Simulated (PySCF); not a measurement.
silylsulfanylsilane (H6SSi2), SMILES S([SiH3])[SiH3]. Atoms are numbered in the order given.

```xyz
9

Si    -1.6407     0.0000     0.4150
S      0.0000     0.0000    -0.9981
Si     1.6407     0.0000     0.4150
H     -1.6075     1.2249     1.2882
H     -2.8932    -0.0069    -0.4108
H     -1.5996    -1.2184     1.2970
H      1.5996     1.2184     1.2970
H      2.8932     0.0069    -0.4108
H      1.6075    -1.2249     1.2882
```

Geometry: PBE-D3(BJ)/def2-SVP.

These are CAM-B3LYP/def2-TZVPD run with PySCF values and carry that method's errors.

Symmetry labels are those of the subgroup C2 that the program uses (full group C2).

**Question.** List the valence orbital energies around the gap with their symmetry. (An estimate is asked for; the answer gives what the named calculation found.)

**Answer.** 
```
orbital  symmetry  energy (eV)
-------  --------  -----------
HOMO−7          A       -16.20
HOMO−6          A       -12.12
HOMO−5          B       -12.07
HOMO−4          B       -11.90
HOMO−3          A       -11.31
HOMO−2          B       -10.76
HOMO−1          A       -10.22
HOMO            B        -8.81
LUMO            A         0.37
LUMO+1          B         0.67
LUMO+2          A         0.72
LUMO+3          A         1.00
```
